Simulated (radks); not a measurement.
Task: All-electron atom: Re29+ in [Kr] 4d10. Method: Dirac Kohn-Sham, PBE, spin-unpolarised, spherical densities, point nucleus; computed with a radial shooting solver on a logarithmic mesh with Libxc functionals. Some entries of the table are withheld. Estimate them.

orbital,occ.,eigenvalue (eV),<r> (bohr),r(max) (bohr)
1s1/2,2,(1),(2),0.01123
2s1/2,2,-13426.91,0.07560,0.06472
2p1/2,2,-12887.88,0.06249,(3)
2p3/2,4,-11449.45,0.07058,(4)
3s1/2,2,-3904.334,0.1962,0.1821
3p1/2,2,-3665.894,0.1863,0.1704
3p3/2,4,-3350.891,0.2009,0.1845
3d3/2,4,(5),(6),0.1445
3d5/2,6,(7),(8),0.1484
4s1/2,2,-1542.450,0.4149,0.4006
4p1/2,2,-1441.163,0.4144,0.3979
4p3/2,4,-1353.281,0.4392,0.4230
4d3/2,4,-1187.526,0.4346,0.4108
4d5/2,6,-1169.494,0.4418,0.4180

Result: 
(1) 1s1/2 eigenvalue (eV): -72583.16
(2) 1s1/2 <r> (bohr): 0.01803
(3) 2p1/2 r(max) (bohr): 0.04803
(4) 2p3/2 r(max) (bohr): 0.05498
(5) 3d3/2 eigenvalue (eV): -2952.574
(6) 3d3/2 <r> (bohr): 0.1757
(7) 3d5/2 eigenvalue (eV): -2884.409
(8) 3d5/2 <r> (bohr): 0.1802
